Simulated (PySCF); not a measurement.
# RuOCl, quartet: computed properties

Method: PySCF, UPBE0, basis Ru def2-TZVP with ECP28, O def2-TZVP, Cl def2-TZVP (scalar-relativistic core potentials, no spin–orbit coupling, density fitting).

The structure is a minimum.

Coordinates in bohr (charge 0 multiplicity 4):
```
Ru   -0.5406    0.0000   -0.6119
O    -3.3663    0.0000    0.7752
Cl    3.1152    0.0000    1.4274
```

```
Point group                                                                   : Cs
Bond lengths                                                                  : Ru–Cl 2.215 Å, Ru–O 1.666 Å
Bond angles                                                                   : Cl–Ru–O 124.7°
Principal polarisabilities                                                    : 36.1, 43.8, 68.2 bohr³
Heat capacity Cp at 298.15 K                                                  : 48.9 J/(mol K)
Rotational symmetry number                                                    : 1
Principal quadrupole moments (Buckingham, traceless) about the centre of mass : -6.87, 3.28, 3.59 D Å
Enthalpy at 298.15 K above 0 K                                                : 12.52 kJ/mol
Zero-point energy                                                             : 9.3 kJ/mol
Lowest empty level (β)                                                        : -3.71 eV
Rotational constants                                                          : 0.8199, 0.101, 0.08993 cm⁻¹
Atomisation energy without zero-point energy                                  : 804 kJ/mol
Entropy at 298.15 K and 1 bar (electronic part: spin only)                    : 303.0 J/(mol K)
Highest occupied level (α)                                                    : -7.40 eV
Dipole moment                                                                 : 2.63 D
Spin squared ⟨S²⟩                                                             : 3.763
```

Harmonic modes (masses in u: Ru 101.904, O 15.995, Cl 34.969):
```json
{"symmetry": "a'", "ω (cm⁻¹)": "146", "IR (km/mol)": "12.7", "μ (u)": "21.48", "type": "bend"}
{"symmetry": "a'", "ω (cm⁻¹)": "406", "IR (km/mol)": "45.9", "μ (u)": "41.22", "type": "stretch"}
{"symmetry": "a'", "ω (cm⁻¹)": "999", "IR (km/mol)": "122", "μ (u)": "18.04", "type": "stretch"}
```

Charges (e):
```
atom  Mulliken  Löwdin  polar tensor  spin (Mulliken)  Mayer order to Ru1
 Ru1      0.91    0.27          1.20             2.46                   –
  O2     -0.52   -0.26         -0.67             0.51                1.91
 Cl3     -0.40   -0.02         -0.53             0.03                0.98
```

Mulliken populations on Ru1 (electrons outside its core potential): s 2.43, p 6.23, d 6.41, f 0.02.

Formally Ru is in oxidation state +3, d5, with 3 unpaired electrons (the high-spin count would be 5). The Mulliken spin on Ru is 2.46. The polar-tensor charge on Ru, 1.20, is far below the formal one.

Only a few start shapes were tried, so a lower isomer may exist. With open d or f shells other occupations or spin states may lie lower.

The final relaxation and frequency run took 36 s on 4 threads of a shared Arm Neoverse V2 host, with 108 basis functions and 14 gradients; the process peaked at 1 GiB.
